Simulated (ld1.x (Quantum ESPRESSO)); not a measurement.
What one change does to a pseudopotential (W, ultrasoft)

```json
{"Element": "tungsten (W)", "Generator": "ld1.x (Quantum ESPRESSO) 7.5", "Type": "ultrasoft", "Functional": "PW91", "Relativity": "scalar-relativistic", "Frozen core": "[Xe]", "Valence charge": "20", "Reference configuration": "4f14 5d4 6s0 6p0 (charge +2)", "Partial waves": "6s (bound, empty): rcut 2.30, rcutus 2.90 bohr; 6s channel at -0.35 Ry: rcut 2.30, rcutus 2.90 bohr; 6p (bound, empty): rcut 2.75, rcutus 3.30 bohr; 6p channel at 0.7 Ry: rcut 2.75, rcutus 3.30 bohr; 5d (bound): rcut 2.50, rcutus 2.95 bohr; 5d channel at -0.05 Ry: rcut 2.50, rcutus 2.95 bohr; 4f (bound): rcut 0.95, rcutus 1.15 bohr; 4f channel at -3.3 Ry: rcut 0.95, rcutus 1.15 bohr", "Local potential": "all-electron potential smoothed inside 2.55 bohr (lloc = -1)", "Core correction": "Bessel-smoothed model core inside 1.05 bohr", "Augmentation charge": "PSQ, radius 0.90 bohr"}
```

All-electron outer shells of the reference configuration (PW91, scalar-relativistic, ld1.x):

```tsv
shell	level (eV)	outermost node (bohr)	outermost maximum (bohr)
5s	-95.25	0.53	0.96
5p	-59.38	0.57	1.09
4f	-49.39	–	0.43
5d	-19.96	0.63	1.47
6s	-19.35	1.27	2.48
6p	-13.08	1.51	3.11
```

Change: core correction none.

Cutoffs: the cutoffs (Ry, on a coarse ladder) from which the occupation-weighted sum of valence levels, in a spherical-Bessel basis at the reference potential, stays within 10 and 1 mRy of its value at 400 Ry; they do not see the model core or the augmentation charge, which bear on the density cutoff. Errors are all-electron minus pseudo energies relative to the spin-unpolarised reference configuration.

Problem. Predict the effect on cutoff, ghosts and configuration errors.

Solution. The potential gets neither clearly harder nor softer (160 Ry and 230 Ry → 160 Ry and 230 Ry); of the 6 tests that both files solve, the error grows in 0 and shrinks in 6 by more than 15 % and 0.3 meV (median size 261.1 → 137.1 meV); neither file shows a bound ghost at the reference potential, the only one tested.

| quantity | base | changed |
| --- | --- | --- |
| cutoff, loose | 160 Ry | 160 Ry |
| cutoff, tight | 230 Ry | 230 Ry |
| bound ghosts | none | none |
| tests counted (converged, no solver errors) | 6 of 7 | 6 of 7 |
| error for 4f14 5d4 6s2 6p0, meV [ΔE -24.69 eV] | -161 | +37 |
| error for 4f14 5d4 6s1 6p0, meV [ΔE -15.75 eV] | -48 | +29 |
| error for 4f14 5d3 6s0 6p0, meV [ΔE 25.46 eV] | -362 | -236 |
| error for 4f13 5d5 6s2 6p0, meV [ΔE 8.05 eV] | -1370 | -1105 |
| error for 4f14 5d2 6s0 6p0, meV [ΔE 62.75 eV] | -1672 | -1033 |
| error for 4f14 5d4 6s1.5 6p0, meV [ΔE -21.03 eV] | -100 | +38 |
| s: phases at 3.59 bohr within 0.05 rad from the reference energy up to (Ry; the scan ends near 5) | 0.7 | 0.7 |
| p: phases at 3.59 bohr within 0.05 rad from the reference energy up to (Ry; the scan ends near 5) | n/a | n/a |
| d: phases at 3.59 bohr within 0.05 rad from the reference energy up to (Ry; the scan ends near 5) | 2.0 | 2.0 |
| f: phases at 3.59 bohr within 0.05 rad from the reference energy up to (Ry; the scan ends near 5) | 1.9 | 1.9 |
| lowest overlap eigenvalue by channel | s 0.36, p 0.53, d 0.14, f 1.00 | s 0.36, p 0.53, d 0.14, f 1.00 |

Base: Tests not counted: 4f14 5d5 6s0 6p0 (solver errors, printed error -5797 eV). These tests converged, but a pseudo level misses the all-electron one widely, so the file describes the atom poorly there or has found another state: 4f13 5d5 6s2 6p0: 4f by 3.2 eV. Changed file: Tests not counted: 4f14 5d5 6s0 6p0 (solver errors, printed error -5735 eV). These tests converged, but a pseudo level misses the all-electron one widely, so the file describes the atom poorly there or has found another state: 4f13 5d5 6s2 6p0: 4f by 3.2 eV (a node warning on the way).
